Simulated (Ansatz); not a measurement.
Molecule: Si₂H₃, net charge -1, singlet state. It need not be the lowest isomer of its formula. Whether it binds its extra electron was not tested at this geometry. 
Structure (B3LYP-D3(BJ)/def2-TZVP (Ansatz, an electronic-structure program) minimum search):
```xyz
5

Si    -1.1857     0.1476    -0.0156
Si     1.0048    -0.0403     0.0084
H     -1.3255    -1.3828     0.0707
H      1.9047    -1.2444     0.0825
H      1.9533     1.1249    -0.0522
```
Charge -1, spin multiplicity 1.

Parts of the frozen-core correlation energy in STO-3G (Ansatz, hartree). Frozen orbitals: 10; correlated occupied orbitals by spin: 6 and 6; virtual: 5 and 5. Spin-orbit coupling is left out. No relativistic terms. The restricted reference is unstable. The program attaches cautions to this run: other roots.

| term | value |
|---|---|
| reference (HF) | -572.63015 |
| MP2 opposite-spin | (withheld) |
| MP2 same-spin | (withheld) |
| CCSD correlation | (withheld) |
| (T) | -0.00272 |
| FCI minus CCSD(T) | -0.00065 |
| T1 diagnostic | 0.026 |
| largest doubles amplitude | 0.297 |

Task: What belongs in the gaps?

Result: 
- MP2 opposite-spin, value: -0.08601
- MP2 same-spin, value: -0.01126
- CCSD correlation, value: -0.13129
